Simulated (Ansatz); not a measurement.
`CC([SiH3])[AsH2]` + `N=C[SiH3]` → `[SiH3][AsH2]` + `CC([SiH3])C=N`  (redistribution)

Program: Ansatz. Geometries: PBE0-D4/def2-TZVP. ΔE: electronic, gas phase. CCSD(T)/CBS is the MP2 limit (def2-TZVPP, def2-QZVPP) plus CCSD(T) − MP2 in def2-TZVPP, frozen cores. Functionals use def2-TZVPP. B3LYP here is the variant with VWN-RPA as its local correlation; programs differ in this. For As outer-core shells are correlated without core-valence functions, which leaves a few kJ/mol of doubt a bond. Scalar relativity is left out up to krypton. One conformer a species, not always the lowest.

`CC([SiH3])[AsH2]`:

```xyz
13

C    -1.133   -0.381   -0.714
C     0.329   -0.307   -0.291
Si    0.539   -0.453    1.571
As    1.278    1.318   -0.921
H    -1.709    0.444   -0.285
H    -1.598   -1.316   -0.384
H    -1.238   -0.321   -1.800
H     0.896   -1.134   -0.735
H    -0.106   -1.704    2.058
H     1.978   -0.476    1.944
H    -0.114    0.704    2.242
H     0.242    2.298   -0.379
H     0.633    1.328   -2.305
```

`N=C[SiH3]`:

Z-matrix (Å, degrees):
```
Si
C 1 1.889
H 1 1.488 2 108.9
H 1 1.481 2 109.8 3 -121.3
H 1 1.488 2 108.9 3 117.3
N 2 1.269 1 119.7 3 121.5
H 2 1.102 1 118.3 3 -58.6
H 6 1.023 2 111.5 1 180.0
```

`[SiH3][AsH2]`:

Cartesian coordinates in Å:
```
Si -0.022 -0.577 -0.639
As 0.821 0.955 0.953
H 0.604 -1.901 -0.386
H 0.377 -0.109 -1.992
H -1.499 -0.722 -0.592
H -0.043 0.365 2.059
H -0.238 1.990 0.597
```

`CC([SiH3])C=N`:

```xyz
14

C    -0.865    1.328    0.260
C     0.112    0.154    0.336
Si    1.025   -0.070   -1.311
C    -0.575   -1.130    0.674
N    -0.186   -2.054    1.445
H    -1.641    1.146   -0.489
H    -0.354    2.253   -0.014
H    -1.363    1.490    1.219
H     0.885    0.350    1.090
H     0.053   -0.455   -2.369
H     1.668    1.217   -1.692
H     2.061   -1.126   -1.185
H    -1.532   -1.285    0.162
H     0.712   -1.817    1.873
```

| level | ΔE (kcal/mol) | difference from CCSD(T)/CBS |
| --- | --- | --- |
| PBE-D4 | -15.3 | -2.5 |
| r2SCAN-D4 | -15.5 | -2.7 |
| PBE0-D4 | -15.7 | -2.9 |
| B3LYP-D4 | -13.7 | -0.9 |
| ωB97X-V | -13.9 | -1.1 |
| ωB97M-V | -13.4 | -0.6 |
| B2PLYP | -13.5 | -0.7 |
| PBE | -15.7 | -2.9 |
| r2SCAN | -15.6 | -2.8 |
| PBE0 | -16.0 | -3.2 |
| B3LYP | -14.3 | -1.5 |
| HF/def2-TZVPP | -14.0 | -1.2 |
| MP2/def2-TZVPP | -12.5 | 0.3 |
| SCS-MP2/def2-TZVPP | -11.8 | 1.0 |
| CCSD/def2-TZVPP | -12.7 | 0.1 |
| CCSD(T)/def2-TZVPP | -12.6 | 0.2 |
| HF/def2-QZVPP | -13.9 | -1.1 |
| MP2/def2-QZVPP | -12.6 | 0.2 |
| SCS-MP2/def2-QZVPP | -11.8 | 1.0 |
| HF/CBS(def2) | -13.9 | -1.1 |
| MP2/CBS(def2) | -12.7 | 0.1 |
| CCSD/CBS(def2) | -12.9 | -0.1 |
| CCSD(T)/CBS | -12.8 | 0 |

Largest T1 diagnostic among the species: 0.012.

In def2-TZVPP, CCSD(T) changes the Hartree–Fock value by +1.5 kcal/mol (the triples alone add +0.1 kcal/mol) and MP2 by +1.5 kcal/mol.

CCSD(T)/CBS has its own doubt, a few kJ/mol and more with outer-core shells, so smaller differences from it don't rank the levels.
